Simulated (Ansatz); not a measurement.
C6H16GeO2⁺, that is GeH2(OiPr)2 with one electron fewer. Total charge 1; doublet. Geometry PBE-D4/def2-SVP, that of the neutral singlet.

```xyz
25

Ge    0.265   -1.266   -1.149
H     1.152   -1.037   -2.398
H    -0.372   -2.662   -0.945
O    -1.150   -0.161   -1.182
C    -0.988    1.205   -1.600
C    -1.385    2.123   -0.446
C    -1.835    1.431   -2.850
H     0.082    1.407   -1.856
H    -2.432    1.918   -0.141
H    -1.306    3.190   -0.736
H    -0.730    1.951    0.430
H    -1.506    0.764   -3.672
H    -2.899    1.205   -2.632
H    -1.763    2.480   -3.202
O     1.360   -0.876    0.221
C     0.988   -1.230    1.564
C     0.970    0.037    2.417
C     1.977   -2.273    2.081
H    -0.038   -1.676    1.577
H     1.965    0.526    2.389
H     0.720   -0.194    3.472
H     0.220    0.755    2.031
H     1.949   -3.186    1.452
H     3.008   -1.866    2.048
H     1.747   -2.564    3.126
```

(1) Estimate the α-spin orbital energies around the gap (eV) in Ansatz with HF/def2-TZVP, PBE-D4/def2-TZVP, PBE0-D4/def2-TZVP.

Answers

(1) 
| orbital | HF/def2-TZVP | PBE-D4/def2-TZVP | PBE0-D4/def2-TZVP |
| --- | --- | --- | --- |
| HOMO−5 | -17.78 | -12.78 | -14.39 |
| HOMO−4 | -17.59 | -12.67 | -14.14 |
| HOMO−3 | -17.44 | -12.28 | -13.81 |
| HOMO−2 | -17.03 | -11.93 | -13.51 |
| HOMO−1 | -15.90 | -11.92 | -13.44 |
| HOMO | -15.68 | -11.81 | -13.39 |
| LUMO | -1.13 | -5.16 | -4.25 |
| LUMO+1 | -0.80 | -4.56 | -3.74 |
| LUMO+2 | -0.20 | -4.12 | -3.25 |
| LUMO+3 | 0.26 | -3.17 | -2.30 |
| LUMO+4 | 0.63 | -3.11 | -2.23 |
| LUMO+5 | 1.09 | -2.52 | -1.68 |
| β HOMO | -15.64 | -11.49 | -12.53 |
| β LUMO | -5.74 | -11.27 | -10.89 |
